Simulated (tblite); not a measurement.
C6H12OSi.
Z-matrix (Å and degrees, GFN2-xTB geometry), rows numbered from 1:
```
C 
C   1  1.3314
C   2  1.4580  1  120.24
O   3  1.2064  2  122.75  1   178.66
Si  2  1.8984  1  128.17  3  -179.56
C   5  1.9044  2  107.78  1    -0.93
C   6  1.5260  5  114.07  2  -170.51
C   7  1.5216  6  112.76  5   -62.70
H   1  1.0771  2  122.00  3  -179.93
H   1  1.0815  2  121.91  3    -0.04
H   3  1.1089  2  116.22  1    -1.43
H   5  1.4653  2  108.65  1  -120.00
H   5  1.4654  2  106.73  1   119.12
H   6  1.0920  5  109.91  2    67.28
H   6  1.0924  5  109.51  2   -49.34
H   7  1.0942  6  109.13  5   176.18
H   7  1.0917  6  109.27  5    58.91
H   8  1.0879  7  110.51  6  -175.05
H   8  1.0865  7  110.54  6    64.90
H   8  1.0878  7  110.47  6   -55.07
```

Computed with GFN2-xTB (tblite): harmonic, unscaled wavenumbers at the GFN2-xTB geometry, gas phase. The method is semi-empirical: single wavenumbers can be off by several per cent or more. Modes of hydrogen on silicon can be 10 to 20 % off. One conformer, not necessarily the lowest.

Harmonic wavenumbers (cm⁻¹): 37.9, 50.3, 85.2, 108.8, 117.5, 150.9, 214.5, 260.0, 306.3, 335.5, 405.8, 471.5, 567.0, 585.7, 636.7, 648.9, 698.5, 738.6, 753.3, 771.5, 846.8, 926.9, 938.9, 945.0, 948.2, 1026.0, 1067.1, 1131.1, 1211.5, 1224.0, 1251.2, 1307.0, 1348.9, 1353.2, 1412.8, 1416.1, 1477.9, 1501.8, 1504.6, 1508.9, 1659.4, 1733.7, 2247.3, 2250.1, 2742.5, 2945.8, 2957.8, 2973.5, 2982.4, 3030.6, 3033.7, 3048.6, 3052.7, 3115.1.

A = 3419, B = 815.4, C = 688.5 MHz; mass 128.066 u (most abundant isotopes); point group C1, symmetry number 1.

Question: Zero-point energy?

Answer: ½Σν̃ = 35033 cm⁻¹ = 419.08 kJ/mol.

Question: What is S at 298.15 K and 1 bar for an ideal gas of classical rigid rotors and harmonic oscillators?

Answer: Translation 169.37, rotation 123.45, vibration 146.11: S = 438.9 J/(mol K).

Question: And Cp and H(298.15 K) − H(0)?

Answer: Cp = 172.15 J/(mol K), of which vibrations give 138.89 (their classical limit is 54 R = 449.0); H(298.15 K) − H(0) = 31.79 kJ/mol without the zero-point energy, 21.88 from vibrations.

Question: What must be added to the electronic energy to get the Gibbs energy at 298.15 K and 1 bar?

Answer: ZPE + [H(298.15 K) − H(0)] − T·S = 419.08 + 31.79 − 130.87 = 320.00 kJ/mol.

Question: Blend soft modes into free rotors: weight 1/[1 + (100 cm⁻¹/ν̃)⁴] for the oscillator and the rest for a rotor with moment μB/(μ + B), μ = h/(8π²ν), B = 10⁻⁴⁴ kg m². What vibrational entropy results?

Answer: 131.12 J/(mol K) in place of 146.11, which changes −T·S at 298.15 K by +4.47 kJ/mol.

Question: Which modes carry the vibrational entropy at 298.15 K?

Answer: 37.9 cm⁻¹: 22.45; 50.3 cm⁻¹: 20.11; 85.2 cm⁻¹: 15.76; 108.8 cm⁻¹: 13.77; 117.5 cm⁻¹: 13.14; 150.9 cm⁻¹: 11.13 J/(mol K); the other 48 give 49.75 together.

Question: How do the functions run with temperature in this model?

Answer: 
```csv
T (K),S (J/(mol K)),Cp (J/(mol K)),H − H(0) (kJ/mol),G − H(0) (kJ/mol),ln q(vib)
50,253.6,63.5,2.31,-10.37,0.86
100,305.7,88.0,6.14,-24.43,2.53
373.15,481.0,203.7,45.90,-133.59,10.94
500,547.3,250.2,74.79,-198.87,14.55
750,662.4,317.1,146.28,-350.49,21.30
1000,760.1,361.8,231.51,-528.62,27.52
```

q(vib) and H(0) count from the zero-point level.

Hindered rotation and anharmonicity are outside this model. Other conformers, if any are populated, would add a mixing term that is left out. The structure is chiral; the term R ln 2 for an equal mix with its mirror image is left out.
